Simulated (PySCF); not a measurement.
# Tl⁻ (thallium, charge -1) across methods

[Xe] 4f14 5d10 6s2 6p2, high-spin 3P determinant. All numbers are calculated (PySCF 2.14, a scalar-relativistic core potential, in aug-cc-pVTZ-PP with ECP60MDF (6s5p4d2f, 55 functions)).

```tsv
method	E (hartree)	mean ε 6s α (eV)	mean ε 6s β (eV)	mean ε 6p α (eV)	Σ⟨r²⟩ (bohr²)	⟨S²⟩
LDA	-172.2791	-5.393	-4.883	1.141	120.0	2.001
wB97M-V	-172.4279	-8.113	-6.974	-0.469	108.0	2.006
r2SCAN0	-172.5370	-6.272	-5.242	0.711	111.6	2.005
UHF	-171.51487	-8.409	-6.565	-0.460	112.7	2.013
r2SCAN	-172.5959	-5.346	-4.552	1.138	115.5	2.005
LC-wPBE	-172.5290	-8.462	-7.007	-0.675	102.0	2.010
PBE0	-172.5137	-6.088	-5.190	0.783	115.3	2.002
PW91	-172.6247	-5.182	-4.586	1.196	120.0	2.001
PBE	-172.5523	-5.166	-4.580	1.201	121.5	2.001
```

Energies and moments cover only the electrons outside the core potential. Spin-orbit coupling is strong in this species (close to jj coupling), so the high-spin LS determinant is a model state, not a physical level.

The highest occupied level is positive at LDA, r2SCAN0, r2SCAN, PBE0, PW91, PBE: only the finite basis holds that electron, which in a density functional comes from self-interaction.
